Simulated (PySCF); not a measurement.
# Telling isomers of C$_{8}$H$_{13}$FSi apart by NMR

[PySCF 2.14: σ from GIAO-PBE0/pcSseg-1; GFN2-xTB structure; non-relativistic Hamiltonian; one conformer; equivalent nuclei averaged; gas phase]

δ = σ(ref) − σ, references computed at the same level: ¹H (σref 31.72), ¹³C (σref 186.93) against TMS. Splittings of carbon signals by F and P are missing where no couplings were computed. Where no couplings were computed, multiplicities follow the n + 1 count of equivalent neighbours, and m marks all less simple cases (inequivalent or close neighbours, rings, F or P nearby). Shifts are as computed. Against solution values, carbons near 30 ppm lie about +3 ppm off and those near 130 ppm about +5 ppm. Of 1309 compounds with measured shifts, 239 miss one by over three times the rms of a fit or turn the order of signals round; such compounds aren't used in these exercises.

(1) Tabulate the signals of `C=C(C)[C@@H]1[SiH2]/C(=C\C)[C@H]1F`, `C/C=C1\[SiH2][C@@H](C2CC2)[C@@H]1F` and their relative energies.

(2) What is the quickest way to tell C=C(C)[C@@H]1[SiH2]/C(=C\C)[C@H]1F from C/C=C1\[SiH2][C@@H](C2CC2)[C@@H]1F?

## Answers

(1) 
```json
{"SMILES": "C=C(C)[C@@H]1[SiH2]/C(=C\\C)[C@H]1F", "carbon types": "2×C 3×CH 1×CH2 2×CH3", "δC": "152.7, 152.5, 144.1, 114.8, 95.1, 47.6, 24.4, 22.9", "δH": "6.96 (m, 1H), 5.58 (m, 1H), 5.06 (m, 1H), 4.93 (m, 1H), 4.84 (m, 1H), 4.65 (m, 1H), 3.24 (m, 1H), 1.96 (s, 3H), 1.93 (d, 3H)", "E rel. (kcal/mol)": "0.0"}
{"SMILES": "C/C=C1\\[SiH2][C@@H](C2CC2)[C@@H]1F", "carbon types": "1×C 4×CH 2×CH2 1×CH3", "δC": "151.0, 143.3, 100.9, 43.3, 24.4, 13.5, 8.4, 3.6", "δH": "6.91 (m, 1H), 5.40 (m, 1H), 4.62 (m, 1H), 4.30 (m, 1H), 2.81 (m, 1H), 1.89 (d, 3H), 1.38 (m, 1H), 0.66 (m, 1H), 0.44 (m, 1H), 0.12 (m, 1H), -0.23 (m, 1H)", "E rel. (kcal/mol)": "4.7"}
```

Energies are electronic energies at PBE0/pcSseg-1 on these geometries, without zero-point or thermal terms, each for the one conformer computed, which needn't be the lowest.

(2) Both give the same number of carbon signals, but DEPT or the intensities differ. The first has a terminal =CH2 carbon at 114.8 ppm, the second a three-membered-ring carbon (CH2) at 8.4 ppm. Their most deshielded carbons lie at 152.7 and 151.0 ppm.
